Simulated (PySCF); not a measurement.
## Working out the ionisation energy of Tc⁺

Tc⁺ [Kr] 4d5 5s1 (7S) → Tc²⁺ [Kr] 4d5 (6S). All numbers are calculated (PySCF 2.14, a scalar-relativistic core potential, in aug-cc-pwCVTZ-PP with ECP28MDF (8s8p7d4f3g, 122 functions)). Frozen: nothing. Energies in hartree (1 hartree = 27.21139 eV):

```
             part  Tc⁺ (lower)  Tc²⁺ (upper)
              UHF   -79.646183    -79.122813
MP2 opposite-spin    -0.292987     -0.281477
    MP2 same-spin    -0.162133     -0.136368
```

Task: What does Hartree-Fock give?

Result: (-79.122813) − (-79.646183) = 0.523370 hartree = 14.242 eV.

Task: What do MP2 and SCS-MP2 (6/5 opposite-spin, 1/3 same-spin) give?

Result: The opposite-spin parts differ by 0.313 eV and the same-spin parts by 0.701 eV. MP2: 14.242 + (0.313) + (0.701) = 15.256 eV. SCS-MP2: 14.242 + 1.2 × (0.313) + (0.701)/3 = 14.851 eV.

Reference: 15.26 eV (semi-empirical (NIST evaluation); NIST Atomic Spectra Database, ionization energies).

What remains against the reference includes basis incompleteness and correlation beyond second order.
